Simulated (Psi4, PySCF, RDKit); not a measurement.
Internal rotation in SMILES Cl[Si](Cl)(Cl)[SiH2][Si](Cl)(Cl)Cl. Scanned: dihedral Cl1–Si2–Si5–Si6; all other coordinates were relaxed at B3LYP-D3(BJ)/def2-SVP. Heavy atoms are numbered in the order of the SMILES Cl[Si](Cl)(Cl)[SiH2][Si](Cl)(Cl)Cl, hydrogens after them in the order of the atoms that carry them; the mirror image has the same energies with the sign of each dihedral reversed.

Levels of theory: RKS-B3LYP/6-31G* = restricted B3LYP/6-31G*, spherical d, density fitting // B3LYP-D3(BJ)/def2-SVP (PySCF 2.14.0); MMFF94 // B3LYP-D3(BJ)/def2-SVP (RDKit); HF/cc-pVTZ // B3LYP-D3(BJ)/def2-SVP (Psi4).

Energies in kJ/mol, each method relative to its own lowest point.

```
φ / °  RKS-B3LYP/6-31G*  MMFF94  HF/cc-pVTZ
-----  ----------------  ------  ----------
0                  3.31    6.98           …
10                 3.25    6.29           …
20                    …    4.32        2.13
30                 1.95    1.79        1.12
40                 1.34    0.47        0.84
50                 0.51    0.03        0.07
60                 0.00    0.79        0.00
70                    …    0.01        0.31
80                 1.29    0.00        0.58
90                 1.65    1.60        0.82
100                2.06    4.30        1.43
110                   …    6.24        2.57
```

Task: Complete the blanks.

Result: 
- 0, HF/cc-pVTZ: 2.83
- 10, HF/cc-pVTZ: 2.82
- 20, RKS-B3LYP/6-31G*: 2.74
- 70, RKS-B3LYP/6-31G*: 0.73
- 110, RKS-B3LYP/6-31G*: 3.00

MMFF94 has few fitted parameters for silicon.
